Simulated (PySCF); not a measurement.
**C5H13BGeO: core ionisation energies**

Species: C5H13BGeO.
Z-matrix (Å and degrees, PBE0-D3(BJ)/def2-SVP geometry), rows numbered from 1:
```
Ge
O   1  1.7843
C   2  1.4097  1  121.38
B   3  1.5710  2  112.89  1  -160.56
C   4  1.5668  3  118.22  2  -162.47
C   5  1.5317  4  114.63  3    30.02
C   6  1.5252  5  112.57  4   -41.80
C   7  1.5254  6  112.42  5    57.90
H   1  1.5453  2  107.99  3    37.97
H   1  1.5341  2  104.99  3   157.58
H   1  1.5425  2  111.13  3   -82.86
H   3  1.1247  2  110.32  1   -50.07
H   4  1.2107  3  119.50  2    23.64
H   5  1.1129  4  102.88  3   -88.97
H   5  1.1020  4  112.41  3   159.60
H   6  1.1046  5  108.94  4    78.60
H   6  1.1026  5  110.86  4  -165.48
H   7  1.1061  6  109.46  5   -63.81
H   7  1.1019  6  109.90  5  -179.77
H   8  1.1045  3  108.28  2    54.92
H   8  1.1049  3  110.28  2   -60.68
```

Computed with delta-SCF UKS SCAN, pcX-2 on the ionised atom, pcseg-1 elsewhere, spin-free X2C (PySCF 2.14.0). Each binding energy is the total energy of the core-ionised species, with the hole localised on one atom, minus that of the ground state; both are solved self-consistently, so orbital relaxation is included.

Task: List the computed XPS lines with their assignment.

Result: 
| atom(s) | environment | level | binding energy (eV) | above the level's lowest (eV) | count |
| --- | --- | --- | --- | --- | --- |
| O2 | oxygen bonded to C and Ge | O 1s | 537.09 | 0.00 | 1 |
| C3 | sp3 carbon bound to oxygen | C 1s | 291.21 | +1.22 | 1 |
| C5 | sp3 carbon bound to boron | C 1s | 289.99 | 0.00 | 1 |
| C6 | ring CH2 carbon | C 1s | 290.46 | +0.47 | 1 |
| C7 | ring CH2 carbon | C 1s | 290.48 | +0.49 | 1 |
| C8 | ring CH2 carbon | C 1s | 290.35 | +0.36 | 1 |

Lowest listed C 1s: C5, bonded to C, 2 H and B. Highest, 1.22 eV above it: C3, bonded to O, C, H and B. Summing the Pauling electronegativity differences to the bonded atoms, each weighted by its formal bond order, gives -1.21 for the lowest site and +0.03 for the highest; no listed site has a larger sum than the highest. The values 290.46 and 290.48 eV lie too close for their order to be trusted.

Task: What is the C 1s shift of C3 against C7?

Result: 291.21 − 290.48 = +0.73 eV, or +70 kJ/mol.

Not every level is listed. No level of boron or germanium is listed. Geometry: PBE0-D3(BJ)/def2-SVP, one conformer, isolated molecule.

The run took 4.6 min on one thread of an Arm Neoverse N1, shared host, and the process peaked at 0.72 GiB of memory.
